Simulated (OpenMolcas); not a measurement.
**Mo2+: effect of the basis set**

- Program: OpenMolcas 26.06
- Method: MS-CASPT2, IPEA 0.25 Eh, imaginary shift 0.1 Eh (closed shells correlated: 4s 4p)
- Active space: 4 electrons in 6 orbitals (4d 5s)
- State averaging: 2S+1 = 5 even, 15 roots; 2S+1 = 3 even, 95 roots kept (CI in the orbitals of an earlier block); 2S+1 = 1 even, 90 roots kept (CI in the orbitals of an earlier block)
- Spin-orbit coupling: RASSI with atomic mean-field integrals over the reference wave functions, term energies averaged over their components

A. ANO-RCC-VDZP [6s5p3d1f], DKH2, point nucleus; CASPT2 step of the order of 24 core-seconds
B. ANO-R2 [7s5p4d2f1g], X2C, finite nucleus; CASPT2 step of the order of 70 core-seconds
C. ANO-RCC-VTZP [7s6p4d2f1g], DKH2, point nucleus; CASPT2 step of the order of 27 core-seconds
D. ANO-R3 [8s6p5d3f2g1h], X2C, finite nucleus; CASPT2 step of the order of 90 core-seconds
E. ANO-RCC-VQZP [8s7p5d3f2g1h], DKH2, point nucleus; CASPT2 step of the order of 100 core-seconds

Energies in cm-1 above 4d4 5D0, the measured ground level; measured values from Sugar and Musgrove, J. Phys. Chem. Ref. Data 17, 155 (1988).

```tsv
Level	A	B	C	D	E	Measured
4d4 5D0	0.0	0.0	0.0	0.0	0.0	0.0
4d4 5D1	265	254	249	248	252	242
4d4 5D2	731	700	690	684	695	668
4d4 5D3	1336	1279	1264	1250	1269	1224
4d4 5D4	2040	1952	1934	1909	1936	1872
4d4 3P0(1)	12370	11790	12100	11630	11600	11149
4d4 3P1(1)	13750	13070	13380	12890	12870	12510
4d4 3H4	14660	13770	13960	13350	13330	12680
4d4 3H5	15350	14390	14560	13940	13930	13276
4d4 3F2(1)	15640	14890	15140	14580	14610	13929
4d4 3F3(1)	15680	14920	15160	14610	14620	13948
4d4 3P2(1)	15780	15010	15310	14780	14790	14358
4d4 3H6	15930	14930	15110	14460	14460	13811
4d4 3F4(1)	16080	15290	15510	14950	14970	14296
4d4 3G3	17920	17030	17240	16650	16650	15871
4d4 3G4	18370	17490	17690	17090	17090	16283
4d4 3G5	18870	17920	18110	17500	17510	16714
4d4 3D3	21510	20640	20880	20350	20330	19488
4d4 3D2	21640	20740	20990	20450	20430	19577
4d4 3D1	21970	21080	21310	20780	20760	
4d4 1I6	22740	21320	21620	20640	20620	20290
4d4 1G4(1)	22850	22220	22410	21760	21680	20612
4d4 1S0(1)	24490	24380	24640	24000	23960	22990
4d4 1D2(1)	26030	24400	24870	24050	24050	22806
```

Deviations, from unrounded energies. A percentage is the sum of absolute deviations over the sum of measured energies, with the sign that they share, or ± where signs differ.

```csv
Against measurement,Levels,A,B,C,D,E
mean absolute deviation (cm-1),22,1600,900,1100,600,590
fine structure of the ground term (%),4,+9.1,+4.5,+3.2,+2.1,+3.6
other terms of the ground configuration (%),18,+11.9,+6.7,+8.2,+4.4,+4.4
```

D, E lie about equally close to measurement and A furthest from it. The largest miss of E in the table is 4d4 1D2(1), by +1200 cm-1. The ranking rests on the paired levels alone, and a cruder setting can come out closer through cancelling errors.

The two smallest mean deviations differ by little beside CASPT2's spread within terms, so their order carries little weight.

Among A to E the level of the table that moves most is 4d4 1I6, by 2100 cm-1 (lowest in E, highest in A). Moves below CASPT2's spread within the term are not significant.

CASPT2 breaks the degeneracy within a term, and the mean is taken; among the terms shown or strongly mixed into the levels shown the widest spread is 320 cm-1 (4d4 1I, D). Blocks of more than 70 roots (2S+1 = 3 even, 1 even) ran without multistate coupling. Terms from blocks run as CI alone lack orbitals of their own. Configurations are named by rounded mean occupations; where the s occupation lies near a half they are strongly mixed, a name can repeat and a true partner stay unpaired. Some levels mix across a computed gap that differs much from the measured one, so their mixing is not that of the real levels (holds for A). Some terms miss by over 15 % even with CASPT2, which points to a basis or an active space too small for the shells correlated (holds for A). The CASPT2 spread within a term exceeds the gap to the next term for 4d4 1I and 4d4 3D, so the order of their levels is uncertain (holds for D; E). Measured partners are found by configuration, term and J. A level has none where our copy of the source lacks it or the pairing is in doubt (some pairs that miss far off the trend of their configuration count as doubtful), and it then counts in no deviation. Only configurations of the active space appear. Levels that lie high or do not pair safely by name in every column are left out.

A number in round brackets counts repeated terms of one configuration in the order of the reference energies.
